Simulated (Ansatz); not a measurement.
`COC(F)(F)[SiH3]` and `COC(F)(F)Cl` differ in one atom or group.

Ansatz, PBE0-D4/def2-TZVP geometries, multiplicity 1. Each molecule was computed in one conformer, which needn't be the lowest.

| property | `COC(F)(F)[SiH3]` |
| --- | --- |
| LUMO energy (PBE0/def2-TZVPP) / eV | 0.45 |
| HOMO energy (B3LYP/def2-TZVPP) / eV | -8.73 |
| size of the dipole moment (B3LYP/def2-TZVPP) / D | 1.13 |
| size of the dipole moment (PBE/def2-TZVPP) / D | 1.09 |
| HOMO energy (ωB97M-V/def2-TZVPP) / eV | -11.40 |
| ideal-gas entropy at 298 K and 1 bar (rigid rotor, harmonic PBE0-D4/def2-TZVP) / J/(mol·K) | 363 |

What does the change do to each property? (An estimate is asked.)

The calculation gave: 
```json
{"property": "LUMO energy (PBE0/def2-TZVPP) / eV", "`COC(F)(F)Cl`": "0.51", "shift": "0.06"}
{"property": "HOMO energy (B3LYP/def2-TZVPP) / eV", "`COC(F)(F)Cl`": "-8.99", "shift": "-0.26"}
{"property": "size of the dipole moment (B3LYP/def2-TZVPP) / D", "`COC(F)(F)Cl`": "2.20", "shift": "1.07"}
{"property": "size of the dipole moment (PBE/def2-TZVPP) / D", "`COC(F)(F)Cl`": "2.17", "shift": "1.08"}
{"property": "HOMO energy (ωB97M-V/def2-TZVPP) / eV", "`COC(F)(F)Cl`": "-11.63", "shift": "-0.23"}
{"property": "ideal-gas entropy at 298 K and 1 bar (rigid rotor, harmonic PBE0-D4/def2-TZVP) / J/(mol·K)", "`COC(F)(F)Cl`": "335", "shift": "-28"}
```

With PBE0 the HOMO falls by 0.28 eV and the LUMO rises by 0.06 eV, so the gap widens by about 0.34 eV. PBE moves the HOMO by -0.31 eV and ωB97M-V by -0.23 eV. The zero-point energy changes by -62.0 kJ/mol with -9 modes. Dipoles are sizes alone; their direction can turn.

Positive LUMOs are unbound, so they and the gaps depend on the basis.

B3LYP here is the variant with VWN-RPA as its local correlation; programs differ in this.
